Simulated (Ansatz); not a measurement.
Reaction (redistribution): `O[SiH](F)[Si](O)(O)O` + `N[SiH2]S` → `N[SiH2][SiH](O)F` + `O[Si](O)(O)S`

Computed with Ansatz on PBE0-D4/def2-TZVP structures; ΔE is electronic, products minus reactants. CBS: MP2 limit from def2 TZ/QZ plus the TZ coupled-cluster correction, frozen cores. DFT in def2-TZVPP. Each species was taken in one conformer, which may not be the lowest.

| level | ΔE (kcal/mol) |
| --- | --- |
| PBE | -0.9 |
| HF/def2-TZVPP | 0.6 |
| CCSD(T)/def2-TZVPP | -1.1 |
| HF/CBS(def2) | 0.8 |

Q: What does CCSD(T)/CBS give? (An estimate is asked.)

A: The calculation gave: -0.5 kcal/mol. The listed levels differ from it by -0.4, 1.1, -0.6, 1.3 kcal/mol.

Largest T1 diagnostic among the species: 0.012.

In def2-TZVPP, CCSD(T) changes the Hartree–Fock value by −1.7 kcal/mol (the triples alone add −0.3 kcal/mol) and MP2 by −1.4 kcal/mol.
